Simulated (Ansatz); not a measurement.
# Cost against result

Saddle point of AlN₂H₇S, singlet (AlN₂H₅ ([NH2][AlH][NH2]) + H₂S → AlN₂H₅S ([NH2][Al]([NH2])[SH]) + H₂; bonds formed: H2–H5; dative contacts that become bonds: Al1–S6; bonds broken: Al1–H2, H5–S6), PBE0-D4/def2-TZVP structure:

| atom | x (Å) | y (Å) | z (Å) |
| --- | --- | --- | --- |
| Al1 | 0.1383 | -0.2371 | -0.0130 |
| H2 | 1.0151 | -0.1071 | -1.4670 |
| N3 | 0.9804 | -0.6245 | 1.4973 |
| N4 | -1.4569 | -0.8733 | -0.4447 |
| H5 | 0.9135 | 1.0505 | -1.1635 |
| S6 | 0.4273 | 2.1891 | -0.2155 |
| H7 | 1.4986 | 0.0386 | 2.0484 |
| H8 | 1.1571 | -1.5603 | 1.8234 |
| H9 | -2.1807 | -1.0964 | 0.2180 |
| H10 | -1.7676 | -1.0590 | -1.3834 |
| H11 | -0.7252 | 2.2798 | -0.9000 |

Barriers are electronic and count from the start structure reached by relaxing down the imaginary mode.

Ansatz 0.2.0; basis: as named in each row; cores frozen in the correlated methods. B3LYP uses VWN-RPA correlation. Extrapolation: Hartree–Fock as exp(−7.88 √X), correlation as X^−2.97.

Times are rough, for one single point on 4 threads of a shared host (Arm Neoverse V1).

The estimate by CCSD(T) at an estimated basis limit (MP2 extrapolated from triple and quadruple zeta, plus CCSD(T) − MP2 in triple zeta) is 67.1 kJ/mol.

```csv
method,basis,time (s),barrier (kJ/mol),method less estimate
HF,STO-3G,under 1,215.0,147.9
PBE-D4,STO-3G,under 1,93.6,26.6
SPW92,def2-SVP,under 1,9.5,-57.5
B3LYP-D4,6-31G,under 1,75.2,8.1
PBE-D4,def2-SVP,under 1,28.5,-38.6
PBE0-D4,def2-SVP,1,42.7,-24.4
SPW92,def2-TZVPP,1,19.7,-47.3
PBE-D4,def2-TZVPP,2,36.6,-30.5
BLYP-D4,def2-TZVPP,2,50.5,-16.5
BHLYP-D4,def2-TZVPP,2,74.9,7.8
B3LYP-D4,def2-TZVPP,3,59.2,-7.9
PBE0-D4,def2-TZVPP,3,48.9,-18.2
CCSD(T),def2-SVP,3,68.9,1.9
CAM-B3LYP-D4,def2-TZVPP,3,66.2,-0.9
r2SCAN-D4,def2-TZVPP,4,40.8,-26.3
r2SCAN0-D4,def2-TZVPP,4,51.5,-15.6
wB97M-V,def2-SVP,5,57.6,-9.5
B2PLYP,def2-TZVPP,5,63.4,-3.7
PBE-QIDH,def2-TZVPP,5,59.8,-7.3
RPA on PBE,def2-TZVPP,5,71.1,4.0
wB97X-V,def2-TZVPP,7,68.8,1.8
B97M-V,def2-TZVPP,8,52.7,-14.3
wB97M-V,def2-TZVPP,8,67.0,0.0
MP2,def2-QZVPP,19,62.4,-4.7
CCSD(T),def2-TZVPP,94,68.5,1.4
```

All methods are single points on the PBE0-D4 structures.

The T1 diagnostic stays at or below 0.012.

Exchanges of this kind with a chalcogen hydride build sulfide and selenide films.

Labels in which every atom is bracketed show which atoms are joined, not bond orders.
